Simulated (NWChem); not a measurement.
System: C4H8; SMILES C=CCC

Output (shortened):

```
             Northwest Computational Chemistry Package (NWChem) 7.3.0
             --------------------------------------------------------

                             Geometry "geometry" -> ""
                             -------------------------

 Output coordinates in angstroms (scale by  1.889725989 to convert to a.u.)

  No.       Tag          Charge          X              Y              Z
 ---- ---------------- ---------- -------------- -------------- --------------
    1 C                    6.0000     0.04729100     1.86457100    -0.27582600
    2 C                    6.0000     0.19610200     0.72148400     0.39569000
    3 C                    6.0000    -0.57464400    -0.53895400     0.15394800
    4 C                    6.0000     0.31602000    -1.72328000    -0.21006900
    5 H                    1.0000    -0.68973600     1.96236400    -1.08018800
    6 H                    1.0000     0.65186500     2.74615400    -0.04665200
    7 H                    1.0000     0.95239700     0.67420800     1.19148400
    8 H                    1.0000    -1.14475600    -0.78816800     1.06767100
    9 H                    1.0000    -1.32043300    -0.36646300    -0.63968400
   10 H                    1.0000     0.88024000    -1.52596500    -1.13463400
   11 H                    1.0000    -0.27773800    -2.63721900    -0.36410400
   12 H                    1.0000     1.04900200    -1.93393100     0.58519400

 Effective nuclear repulsion energy (a.u.)     116.9051687205

                              NWChem Property Module
                              ----------------------

  itol2e modified to match energy
  convergence criterion.

                                 NWChem DFT Module
                                 -----------------

 Summary of "ao basis" -> "ao basis" (spherical)
 ------------------------------------------------------------------------------
       Tag                 Description            Shells   Functions and Types
 ---------------- ------------------------------  ------  ---------------------
 C                           6-31g*                  6       14   3s2p1d
 H                           6-31g*                  2        2   2s

  itol2e modified to match energy
  convergence criterion.

[...]

          -----------------------------------------
          Chemical Shielding Tensors (GIAO, in ppm)
          -----------------------------------------

                                NWChem CPHF Module
                                ------------------

  scftype          =     RHF
  nclosed          =       16
  nopen            =        0
  variables        =      896
  # of vectors     =        3
  tolerance        = 0.10D-03
  level shift      = 0.00D+00
  max iterations   =       50
  max subspace     =       30

 SCF residual:    4.9170098358433504E-005

Iterative solution of linear equations
  No. of variables      896
  No. of equations        3
  Maximum subspace       30
        Iterations       50
       Convergence  1.0D-04

   iter   nsub   residual    time
   ----  ------  --------  ---------
     1      3    3.42D-01      25.3
     2      6    2.09D-02      27.9
     3      9    1.35D-03      30.5
     4     12    1.52D-05      33.1

      Atom:    1  C
        Diamagnetic
    253.8082      3.0714      7.2961
      3.0714    265.4849     -5.2110
      7.2961     -5.2110    255.0007

        Paramagnetic
   -186.1825    -51.4244    -80.5997
    -51.4244   -180.7001     -9.1524
    -80.5997     -9.1524   -165.4724

        Total Shielding Tensor
     67.6258    -48.3531    -73.3036
    -48.3531     84.7848    -14.3634
    -73.3036    -14.3634     89.5282

           isotropic =      80.6463
          anisotropy =     118.5469

          Principal Components and Axis System
                 1           2           3
              159.6776     99.1484    -16.8871

      1        -0.6872     -0.0985      0.7197
      2         0.3185      0.8496      0.4203
      3         0.6529     -0.5181      0.5525

      Atom:    2  C
        Diamagnetic
    246.8944      6.7365      8.2494
      6.7365    264.5878     -4.3702
      8.2494     -4.3702    246.1538

        Paramagnetic
   -199.0926    -53.8166   -101.7038
    -53.8166   -201.3852      2.3918
   -101.7038      2.3918   -186.8066

        Total Shielding Tensor
     47.8018    -47.0801    -93.4544
    -47.0801     63.2026     -1.9784
    -93.4544     -1.9784     59.3471

           isotropic =      56.7838
          anisotropy =     151.7517

          Principal Components and Axis System
                 1           2           3
              157.9516     64.0119    -51.6120

      1        -0.6888      0.0036      0.7250
      2         0.3287      0.8928      0.3079
      3         0.6462     -0.4504      0.6161

      Atom:    3  C
        Diamagnetic
    246.5125     -0.7476     -0.6916
     -0.7476    254.6980      2.9635
     -0.6916      2.9635    241.0779

        Paramagnetic
    -86.4821      8.3532      3.8866
      8.3532    -87.8075      1.5016
      3.8866      1.5016    -89.1153

        Total Shielding Tensor
    160.0304      7.6056      3.1950
      7.6056    166.8906      4.4650
      3.1950      4.4650    151.9626

           isotropic =     159.6279
          anisotropy =      20.3867

          Principal Components and Axis System
                 1           2           3
              173.2190    155.1309    150.5337

      1         0.5284      0.8293     -0.1815
      2         0.8114     -0.5563     -0.1795
      3         0.2499      0.0524      0.9669

      Atom:    4  C
        Diamagnetic
    247.9837     -4.7656     -1.3311
     -4.7656    253.7764      2.4876
     -1.3311      2.4876    244.8305

        Paramagnetic
    -75.9353     -2.1669     -1.3892
     -2.1669    -70.6490      1.4568
     -1.3892      1.4568    -78.4045

[...]
```

Level: B3LYP/6-31G* (spherical d), GIAO. Structure relaxed at the PBE0/def2-SVP level. The printed shielding anisotropy is the first printed principal value minus the mean of the other two.

### Question
Write an input that gives this output.

### Answer
One answer among several that fit: the input that was run:
```
start job
memory heap 200 mb stack 900 mb global 1100 mb
geometry units angstroms noautosym nocenter noautoz
  C      0.047291     1.864571    -0.275826
  C      0.196102     0.721484     0.395690
  C     -0.574644    -0.538954     0.153948
  C      0.316020    -1.723280    -0.210069
  H     -0.689736     1.962364    -1.080188
  H      0.651865     2.746154    -0.046652
  H      0.952397     0.674208     1.191484
  H     -1.144756    -0.788168     1.067671
  H     -1.320433    -0.366463    -0.639684
  H      0.880240    -1.525965    -1.134634
  H     -0.277738    -2.637219    -0.364104
  H      1.049002    -1.933931     0.585194
end
basis spherical
  * library 6-31g*
end
dft
  xc b3lyp
  iterations 150
end
property
  shielding
end
task dft property
```
